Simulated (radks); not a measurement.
Question: Valence configurations of F IV (all share [He]). Method: Dirac Kohn-Sham, BLYP, spin-unpolarised, spherical densities, point nucleus; open shells fill j = l - 1/2 first; computed with a radial shooting solver on a logarithmic mesh with Libxc functionals. Order these by energy: 2p4; 2s1 2p3; 2s0.5 2p3.5; 2s2 2p2; 2s1.5 2p2.5.

Answer: From the lowest, in eV above it: 2s2 2p2 0.000; 2s1.5 2p2.5 9.167; 2s1 2p3 18.370; 2s0.5 2p3.5 27.610; 2p4 36.887. NIST lists [He] 2s2 2p2 as the ground configuration; this level of theory agrees among the configurations tried. The energies are those of spherical spin-averaged densities, not of single terms.
